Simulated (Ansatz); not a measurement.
Species: SiHS, charge 1, singlet. SiHS+ (SMILES [Si]=[SH+]).
B3LYP-D3(BJ)/def2-TZVP minimum from Ansatz (a first-principles code):
```
S
H 1 1.3631
Si 1 2.0643 2 88.43
```
Charge +1, spin multiplicity 1.

Total energies in cc-pV(Q+d)Z, 10 correlated electrons, 10 frozen orbitals. Open shells are spin-unrestricted; no spin-orbit coupling. Correlated methods leave the cores frozen. No relativity.

```csv
method,program,energy (Eh),minus CCSDT(Q) (mEh)
HF,Ansatz,-686.79626,313.40
MP2,Ansatz,-687.06444,45.22
CCSD,Ansatz,-687.09145,18.21
CCSD(T),Ansatz,-687.10751,2.15
CCSDT(Q),Ansatz,-687.10966,0.00
```

Rough core times of Ansatz's runs on a shared machine: CCSD(T) 30 s, CCSDT(Q) 30 min.
